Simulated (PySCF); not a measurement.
**Atomic charges by several schemes**

Species: C5H6F3OP.
Z-matrix (Å and degrees, GFN2-xTB geometry), rows numbered from 1:
```
C 
C   1  1.4837
C   2  1.3289  1  125.36
P   3  1.7953  2  118.43  1   179.77
O   4  1.4563  3  116.96  2     0.53
C   4  1.8320  3  103.46  2  -126.38
F   6  1.3443  4  115.86  3   -56.72
C   6  1.3282  4  124.59  3   121.82
F   8  1.3243  6  125.80  4  -179.09
F   8  1.3142  6  123.66  4     1.06
H   1  1.0893  2  109.87  3   122.32
H   1  1.0871  2  111.52  3     1.00
H   1  1.0896  2  109.70  3  -120.08
H   2  1.0840  1  116.68  3  -179.87
H   3  1.0797  2  123.20  1     0.08
H   4  1.3954  3  105.64  2   130.62
```

Density: PBE0/pcSseg-1 (PySCF); schemes: Mulliken, IAO, Hirshfeld and ESP-fitted. Geometry: GFN2-xTB, one conformer, isolated molecule.

Q: What partial charge does each atom carry?

A: In e:

| atom | environment | Mulliken | IAO | Hirshfeld | ESP-fitted |
| --- | --- | --- | --- | --- | --- |
| C1 | allylic carbon | -0.207 | -0.427 | -0.107 | -0.508 |
| C2 | alkene CH carbon | -0.183 | -0.074 | 0.000 | +0.231 |
| C3 | alkene CH carbon | -0.423 | -0.471 | -0.120 | -0.531 |
| P4 | phosphoryl phosphorus | +0.942 | +1.433 | +0.393 | +0.685 |
| O5 | phosphoryl oxygen | -0.588 | -0.905 | -0.384 | -0.572 |
| C6 | vinylic C–F carbon | -0.148 | -0.107 | -0.027 | -0.172 |
| F7 | vinyl fluorine | -0.265 | -0.260 | -0.080 | -0.117 |
| C8 | =CF2 carbon | +0.578 | +0.540 | +0.163 | +0.430 |
| F9 | vinyl fluorine | -0.230 | -0.228 | -0.061 | -0.135 |
| F10 | vinyl fluorine | -0.207 | -0.215 | -0.042 | -0.126 |
| H11 | methyl hydrogen | +0.139 | +0.164 | +0.057 | +0.154 |
| H12 | methyl hydrogen | +0.121 | +0.150 | +0.051 | +0.157 |
| H13 | methyl hydrogen | +0.140 | +0.164 | +0.057 | +0.159 |
| H14 | vinylic hydrogen | +0.141 | +0.167 | +0.053 | +0.104 |
| H15 | vinylic hydrogen | +0.139 | +0.163 | +0.049 | +0.227 |
| H16 | P–H hydrogen | +0.050 | -0.093 | -0.003 | +0.014 |

Mean size of the charges over all atoms: IAO 0.348 e, Mulliken 0.281 e, ESP-fitted 0.270 e, Hirshfeld 0.103 e. Each set sums to the total charge, 0, to within 0.001 e. The ESP scheme fits charges at the nuclei, held to the total charge, to the electrostatic potential on points at 1.4 to 2.0 times the van der Waals radii. The Mulliken scheme gives each basis function's population to the atom it is centred on and halves the overlap population of two atoms between them.

Lowest charge. All schemes agree: Mulliken O5 (-0.588); IAO O5 (-0.905); Hirshfeld O5 (-0.384); ESP-fitted O5 (-0.572).

Highest charge. All schemes agree: Mulliken P4 (+0.942); IAO P4 (+1.433); Hirshfeld P4 (+0.393); ESP-fitted P4 (+0.685).

Q: How many electrons does the ESP-fitted scheme count on F10?

A: Z − q = 9 − (-0.126) = 9.126.

Q: Sum the charges by element, for elements with more than one atom.

A: 
```json
{"element": "C", "atoms": "5", "Mulliken": "-0.382", "IAO": "-0.540", "Hirshfeld": "-0.091", "ESP-fitted": "-0.550"}
{"element": "F", "atoms": "3", "Mulliken": "-0.702", "IAO": "-0.703", "Hirshfeld": "-0.182", "ESP-fitted": "-0.378"}
{"element": "H", "atoms": "6", "Mulliken": "+0.730", "IAO": "+0.714", "Hirshfeld": "+0.264", "ESP-fitted": "+0.815"}
```

Q: How closely do the schemes follow one another over all atoms?

A: Correlation coefficient and root-mean-square difference: IAO with Hirshfeld 0.98, 0.344 e; Mulliken with IAO 0.97, 0.164 e; Mulliken with Hirshfeld 0.95, 0.223 e; IAO with ESP-fitted 0.92, 0.230 e; Hirshfeld with ESP-fitted 0.90, 0.206 e; Mulliken with ESP-fitted 0.90, 0.161 e.
